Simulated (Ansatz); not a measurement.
Reaction (hydrogenolysis of a Mg–N bond): `[CH3][Mg][N](C)C` + H₂ → `[CH3][MgH]` + dimethylamine

Calculated with Ansatz (gas phase, PBE0-D4/def2-TZVP geometries, no zero-point term in ΔE). CBS: MP2 limit from def2 TZ/QZ plus the TZ coupled-cluster correction, frozen cores. This one scheme is used for every species. For Mg outer-core shells are correlated without core-valence functions, which leaves a few kJ/mol of doubt a bond. One conformer a species, not always the lowest.

`[CH3][Mg][N](C)C`:

```xyz
14

C    -0.128    0.025   -3.189
Mg   -0.046    0.009   -1.112
N     0.031   -0.006    0.789
C    -0.248    1.126    1.630
C     0.376   -1.152    1.587
H    -1.125   -0.232   -3.558
H     0.574   -0.693   -3.626
H     0.125    1.009   -3.595
H     0.616    1.409    2.258
H    -0.514    2.012    1.040
H    -1.087    0.941    2.324
H     1.269   -0.977    2.212
H     0.592   -2.027    0.963
H    -0.434   -1.444    2.278
```

H₂:

Cartesian coordinates in Å:
```
H -0.371 0.005 -0.040
H 0.371 -0.005 0.040
```

`[CH3][MgH]`:

```xyz
6

C     0.271    0.525    0.502
Mg   -0.458   -0.885   -0.847
H     1.238    0.930    0.185
H     0.416    0.098    1.500
H    -0.410    1.374    0.613
H    -1.057   -2.042   -1.954
```

`CNC`:

Cartesian coordinates in Å:
```
C -0.196 0.790 -0.893
N 0.409 0.446 0.373
C -0.029 -0.838 0.871
H 0.207 1.738 -1.254
H -1.274 0.921 -0.758
H -0.054 0.030 -1.681
H 1.416 0.454 0.285
H -1.098 -0.794 1.101
H 0.498 -1.078 1.797
H 0.121 -1.670 0.161
```

```
           species  CCSD(T)/CBS(def2) energy (Eh)
`[CH3][Mg][N](C)C`                     -374.16717
                H₂                       -1.17544
      `[CH3][MgH]`                     -240.32644
             `CNC`                     -135.00321
```

(1) Work out ΔE.

Largest T1 diagnostic among the species: 0.010.

Results:

(1) ΔE = (-240.32644) + (-135.00321) − (-374.16717) − (-1.17544) = 0.01296 Eh = +34.0 kJ/mol.

In def2-TZVPP, CCSD(T) changes the Hartree–Fock value by +32.9 kJ/mol (the triples alone add +5.6 kJ/mol) and MP2 by +44.0 kJ/mol. From PBE to PBE0 (25 % exact exchange), in def2-TZVPP and without D4, ΔE moves by −6.4 kJ/mol. The D4 term adds +6.3 kJ/mol with B3LYP and +3.6 kJ/mol with PBE0; it sums over pairs of atoms, weighted by their polarisabilities, and B3LYP, whose exchange is more repulsive, gets the larger term.

B3LYP here is the variant with VWN-RPA as its local correlation; programs differ in this.
